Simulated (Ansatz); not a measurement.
`CCCC(C)C(C)C` + `O[SiH](O)O` → `CO[SiH](O)O` + `CCCC(C)CC`  (substitution at a C–C bond)

Computed with Ansatz on PBE0-D4/def2-TZVP structures; ΔE is electronic, products minus reactants. CBS: MP2 limit from def2 TZ/QZ plus the TZ coupled-cluster correction, frozen cores. DFT in def2-TZVPP. B3LYP here is the variant with VWN-RPA as its local correlation; programs differ in this. Each species was taken in one conformer, which may not be the lowest.

`CCCC(C)C(C)C`:

Cartesian coordinates in Å:
```
C 0.511 -1.679 -3.084
C -0.074 -1.603 -1.684
C 0.355 -0.348 -0.939
C -0.136 -0.261 0.504
C -1.652 -0.130 0.573
C 0.603 0.843 1.282
C 0.371 0.738 2.783
C 0.285 2.251 0.794
H 0.196 -0.824 -3.688
H 1.604 -1.675 -3.054
H 0.196 -2.587 -3.604
H 0.232 -2.485 -1.108
H -1.166 -1.646 -1.748
H 0.013 0.531 -1.500
H 1.452 -0.301 -0.942
H 0.138 -1.207 0.993
H -2.000 0.747 0.020
H -2.143 -1.004 0.140
H -2.007 -0.040 1.602
H 1.673 0.669 1.107
H 1.005 1.445 3.324
H -0.665 0.966 3.048
H 0.598 -0.266 3.152
H 0.898 2.986 1.321
H -0.762 2.509 0.979
H 0.476 2.369 -0.275
```

`O[SiH](O)O`:

Z-matrix (Å, degrees):
```
Si
O 1 1.641
O 1 1.633 2 105.0
O 1 1.630 2 114.4 3 -119.5
H 1 1.476 2 110.6 3 122.9
H 2 0.958 1 117.9 3 -173.6
H 3 0.958 1 116.6 2 25.4
H 4 0.959 1 117.6 2 72.3
```

`CO[SiH](O)O`:

Cartesian coordinates in Å:
```
C 1.657 0.567 0.018
O 0.558 -0.114 0.580
Si -0.813 -0.465 -0.240
O -1.676 0.842 -0.695
O -1.716 -1.368 0.779
H 1.952 0.133 -0.945
H 1.430 1.626 -0.133
H 2.501 0.484 0.706
H -0.473 -1.148 -1.505
H -2.182 1.295 -0.018
H -1.239 -1.853 1.453
```

`CCCC(C)CC`:

Z-matrix (Å, degrees):
```
C
C 1 1.519
H 1 1.094 2 111.0
H 1 1.094 2 111.1 3 -119.5
H 1 1.093 2 111.7 3 120.2
C 2 1.520 1 112.5 3 59.8
H 2 1.094 1 109.2 3 -62.7
H 2 1.097 1 109.6 3 -178.6
C 6 1.527 2 115.4 1 175.7
H 6 1.099 2 109.3 1 -61.2
H 6 1.097 2 108.5 1 53.7
C 9 1.523 6 111.8 2 63.2
C 9 1.528 6 109.9 2 -172.1
H 9 1.100 6 107.6 2 -55.3
H 12 1.095 9 110.4 6 61.5
H 12 1.091 9 111.8 6 -58.4
H 12 1.092 9 111.8 6 -178.5
C 13 1.519 9 114.9 6 172.4
H 13 1.096 9 108.3 6 50.4
H 13 1.097 9 108.7 6 -64.3
H 18 1.092 13 111.0 9 -175.5
H 18 1.092 13 112.1 9 64.6
H 18 1.094 13 111.0 9 -55.8
```

```json
{"level": "revPBE", "ΔE (eV)": "0.43"}
{"level": "B3LYP", "ΔE (eV)": "0.42"}
{"level": "r2SCANh", "ΔE (eV)": "0.54"}
{"level": "MP2/CBS(def2)", "ΔE (eV)": "0.68"}
```

Task: What does CCSD(T)/CBS give? (Best estimate.)

Result: Ansatz gave: +0.61 eV. The listed levels differ from it by -0.18, -0.19, -0.07, 0.07 eV.

Largest T1 diagnostic among the species: 0.011.

At CCSD(T), def2-SVP lies −0.11 eV from the extrapolated value and def2-TZVPP −0.02 eV. From BLYP to BHLYP (50 % exact exchange), in def2-TZVPP and without D4, ΔE moves by +0.06 eV. The D4 term adds +0.07 eV with B3LYP and +0.04 eV with PBE0; it sums over pairs of atoms, weighted by their polarisabilities, and B3LYP, whose exchange is more repulsive, gets the larger term.
